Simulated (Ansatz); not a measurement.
Reaction (formal exchange of groups at a Ti–O bond): `[OH][Ti]([OH])([OH])[SH]` + `SC1=CC1` → `[OH][Ti]([OH])([SH])[SH]` + `OC1=CC1`

Computed with Ansatz on PBE0-D4/def2-TZVP structures; ΔE is electronic, products minus reactants. CCSD(T)/CBS is the MP2 limit (def2-TZVPP, def2-QZVPP) plus CCSD(T) − MP2 in def2-TZVPP, frozen cores. Functionals use def2-TZVPP. B3LYP here is the variant with VWN-RPA as its local correlation; programs differ in this. For Ti outer-core shells are correlated without core-valence functions, which leaves a few kJ/mol of doubt a bond. Scalar relativity is left out up to krypton. Each species was taken in one conformer, which may not be the lowest.

`[OH][Ti]([OH])([OH])[SH]`:

Cartesian coordinates in Å:
```
O 0.340 1.475 -1.039
Ti -0.211 0.031 -0.130
O -1.893 -0.410 -0.544
O -0.035 0.310 1.623
S 1.082 -1.796 -0.708
H 0.770 2.278 -0.742
H -2.632 -0.691 -0.003
H 0.388 -0.155 2.345
H 2.192 -1.041 -0.801
```

`SC1=CC1`:

```xyz
8

S     0.943   -1.616    1.094
C     0.423   -0.332    0.097
C     0.661    0.496   -0.868
C    -0.689    0.610   -0.227
H    -0.183   -1.706    1.819
H     1.319    0.882   -1.624
H    -0.902    1.435    0.455
H    -1.572    0.230   -0.745
```

`[OH][Ti]([OH])([SH])[SH]`:

Z-matrix (Å, degrees):
```
Ti
O 1 1.769
S 1 2.303 2 110.4
O 1 1.774 2 114.5 3 -122.0
S 1 2.297 2 104.3 3 118.2
H 2 0.958 1 140.2 3 121.0
H 3 1.346 1 91.0 2 -141.7
H 4 0.957 1 138.9 2 -106.5
H 5 1.347 1 92.3 2 -167.5
```

`OC1=CC1`:

Z-matrix (Å, degrees):
```
C
C 1 1.475
C 1 1.528 2 50.7
H 1 1.094 2 120.0 3 105.2
H 1 1.094 2 120.0 3 -105.3
O 2 1.327 1 144.6 3 -180.0
H 3 1.074 1 144.3 2 -180.0
H 6 0.962 2 108.6 1 -0.0
```

(1) Is it downhill or uphill in electronic energy at CCSD(T)/CBS, and by how much? (An estimate is asked.)

(2) What do these levels give: revPBE, B3LYP, LC-ωPBE, MP2/def2-SVP, CCSD/def2-SVP, MP2/CBS(def2)? (Best estimate.)

Largest T1 diagnostic among the species: 0.026, so the coupled-cluster value is less sure than usual.

Answers

(1) The calculation gave: Uphill: ΔE = +0.64 eV.

(2) Ansatz gave: revPBE 0.59, B3LYP 0.64, LC-ωPBE 0.67, MP2/def2-SVP 0.57, CCSD/def2-SVP 0.63, MP2/CBS(def2) 0.65 eV.

At CCSD(T), def2-SVP lies −0.09 eV from the extrapolated value and def2-TZVPP −0.02 eV. Leaving LDA and LC-ωPBE aside and taking each functional with its dispersion term where it has one, the values, not all of them listed here, spread over 0.10 eV, from HSE06-D4 to CAM-B3LYP-D4. LDA lies −0.06 eV from PBE without D4. In def2-TZVPP, CCSD(T) changes the Hartree–Fock value by −0.07 eV (the triples alone add −0.06 eV) and MP2 by −0.07 eV.
